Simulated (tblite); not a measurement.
Species: 1,1,1,2,3-pentafluoropropane, C3H3F5.
Numbering: `[F:1][CH2:2][C@H:3]([F:4])[C:5]([F:6])([F:7])[F:8]` (hydrogens: H9, H10 on C2; H11 on C3)

Computed with GFN2-xTB (tblite), gas phase: Langevin dynamics at 200 K from the optimised GFN2-xTB geometry, time step 0.5 fs, friction 0.01 fs⁻¹, 2000 steps. Over the second half of the run the saved frames average 177 K.

The optimised geometry, where the run starts:
```
atom  x, y, z in Å
F1     -2.362   -0.468   -0.137
C2     -1.254    0.313    0.004
C3     -0.028   -0.566    0.254
F4      0.115   -0.828    1.589
C5      1.253    0.134   -0.224
F6      1.198    0.354   -1.546
F7      1.425    1.323    0.359
F8      2.342   -0.593    0.009
H9     -1.141    0.882   -0.925
H10    -1.420    0.982    0.854
H11    -0.122   -1.530   -0.263
```

t = 150 fs, T = 180 K, E(pot) 0.189 eV above the start
```
atom  x, y, z in Å  |  force x, y, z in eV/Å
F1     -2.508   -0.760    0.100   -0.013   0.254  -0.510
C2     -1.437    0.092   -0.047    0.076  -1.135   1.220
C3     -0.177   -0.794    0.226   -0.861   0.241   0.717
F4     -0.062   -1.056    1.577   -0.203  -0.042  -0.380
C5      1.084   -0.079   -0.185    1.098  -0.345  -0.621
F6      0.974    0.238   -1.483    0.342  -0.313  -0.405
F7      1.352    1.087    0.393   -0.071  -0.354   0.516
F8      2.162   -0.915   -0.022   -0.761   0.988  -0.264
H9     -1.403    0.507   -1.039   -0.171   0.047  -0.491
H10    -1.618    0.860    0.718    0.481  -0.011  -0.105
H11    -0.264   -1.778   -0.306    0.084   0.669   0.323
```

t = 200 fs, T = 218 K, E(pot) 0.193 eV above the start
```
atom  x, y, z in Å  |  force x, y, z in eV/Å
F1     -2.612   -0.797   -0.109    0.434  -0.374  -0.050
C2     -1.452   -0.074   -0.005   -0.476   0.956  -0.754
C3     -0.227   -0.919    0.319    0.120   1.285   0.563
F4     -0.150   -1.149    1.648    0.202  -0.007   0.762
C5      1.075   -0.181   -0.133    0.056  -0.142   0.002
F6      0.894    0.227   -1.400    0.370  -0.096   0.035
F7      1.313    0.911    0.599   -0.234  -0.121  -0.059
F8      2.217   -0.901   -0.089   -0.923   0.115  -0.098
H9     -1.292    0.402   -1.001   -0.226  -0.148   0.472
H10    -1.698    0.686    0.742    0.445   0.054   0.128
H11    -0.374   -1.858   -0.125    0.231  -1.522  -1.000
```

t = 225 fs, T = 239 K, E(pot) 0.203 eV above the start
```
atom  x, y, z in Å  |  force x, y, z in eV/Å
F1     -2.546   -0.872   -0.219    0.097  -0.159  -0.028
C2     -1.430   -0.093   -0.022   -1.462   0.621  -0.013
C3     -0.245   -0.950    0.264    0.755  -0.355   1.567
F4     -0.100   -1.158    1.661   -0.404  -0.072  -1.074
C5      1.046   -0.196   -0.104   -0.945  -0.209  -0.276
F6      0.852    0.263   -1.351    0.770   0.123  -0.328
F7      1.228    0.864    0.679    0.074  -0.038  -0.030
F8      2.123   -0.951   -0.054    0.288  -0.002  -0.188
H9     -1.366    0.518   -0.949    0.254  -0.204   0.618
H10    -1.663    0.493    0.879    0.093   0.298  -0.249
H11    -0.393   -1.932   -0.199    0.480  -0.003   0.003
```

t = 475 fs, T = 169 K, E(pot) 0.133 eV above the start
```
atom  x, y, z in Å  |  force x, y, z in eV/Å
F1     -2.328   -0.979   -0.433    0.614   0.692   0.444
C2     -1.296   -0.281    0.184   -0.159  -0.395   0.035
C3     -0.158   -1.279    0.486    0.324   0.742   0.115
F4     -0.146   -1.592    1.817   -0.032  -0.014   0.025
C5      1.233   -0.677    0.173   -0.223  -0.221  -0.328
F6      1.411   -0.437   -1.149   -0.208  -0.107   0.552
F7      1.274    0.490    0.798    0.693   0.488   0.142
F8      2.264   -1.447    0.555   -0.533   0.411  -0.025
H9     -0.994    0.558   -0.449    0.040  -0.288  -0.336
H10    -1.644    0.165    1.127   -0.231  -0.352  -0.073
H11    -0.272   -2.183   -0.062   -0.285  -0.955  -0.551
```

t = 500 fs, T = 160 K, E(pot) 0.221 eV above the start
```
atom  x, y, z in Å  |  force x, y, z in eV/Å
F1     -2.300   -0.958   -0.395    0.531   0.615   0.376
C2     -1.205   -0.322    0.179   -1.483   1.446  -0.017
C3     -0.160   -1.339    0.480    1.686  -0.088  -1.064
F4     -0.084   -1.683    1.771   -0.522  -0.476   1.089
C5      1.212   -0.688    0.207    0.498   0.249  -1.212
F6      1.391   -0.520   -1.141   -0.275   0.178   0.609
F7      1.348    0.515    0.780   -0.227  -0.122  -0.165
F8      2.248   -1.404    0.590    0.152  -0.422   0.340
H9     -0.884    0.521   -0.528   -0.301  -1.235   0.683
H10    -1.524    0.167    1.155    0.035  -0.514  -0.971
H11    -0.238   -2.256   -0.149   -0.093   0.368   0.331
```

t = 700 fs
```
atom  x, y, z in Å
F1     -2.326   -0.795   -0.112
C2     -1.122   -0.211   -0.061
C3     -0.055   -1.241    0.245
F4     -0.257   -1.806    1.474
C5      1.308   -0.486    0.228
F6      1.568   -0.139   -1.042
F7      1.275    0.599    1.013
F8      2.370   -1.154    0.630
H9     -0.890    0.120   -1.066
H10    -1.192    0.560    0.779
H11    -0.021   -2.081   -0.394
```

Task: Estimate the potential energy and the forces of this last frame.

Result: 0.256 eV above the start.

```
atom  Fx (eV/Å)  Fy (eV/Å)  Fz (eV/Å)
  F1     -0.893     -0.452     -0.101
  C2      0.144      0.485      0.873
  C3      0.815      0.606      1.489
  F4      0.114      0.183      0.451
  C5     -0.259     -0.097      0.140
  F6     -0.116      0.419      0.033
  F7     -0.166      0.178     -0.423
  F8      0.163     -0.723      0.185
  H9     -0.103      0.838     -0.170
 H10      0.302     -0.616     -1.201
 H11     -0.002     -0.822     -1.276
```

The bond farthest from its length at the start is C2–H10 (1.143 against 1.095 Å), and half the difference of its two atoms' forces along it is -1.14 eV/Å (positive lengthens). The largest atomic force is 1.80 eV/Å.

The cost below is that of the whole dynamics run. On x86-64 server, one thread, shared host, this took 18 s wall.
